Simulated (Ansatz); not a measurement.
Cartesian coordinates in Å:
```
O 0.5725 -0.5756 0.5439
Cu -0.3047 0.7679 -0.5197
F -1.1032 1.9933 -1.4890
H 0.1292 -0.7719 1.3757
H 0.7063 -1.4136 0.0891
```

Charge 0, multiplicity 1.

**Question.** List the PBE0/def2-TZVPP orbital energies in eV (the Gaussian-basis code of Ansatz). (Best estimate.)

**Answer.** Ansatz gave: Occupied: -8798.02, -1059.08, -927.57, -927.56, -927.53, -670.19, -525.69, -118.17, -76.87, -76.71, -76.66, -31.25, -28.62, -17.80, -14.79, -12.34, -9.80, -9.13, -9.08, -7.76, -7.76, -7.05, -6.96, -6.57. Lowest empty: -1.26, 1.05, 1.11, 2.05, 2.13, 4.14, 5.18, 5.32.
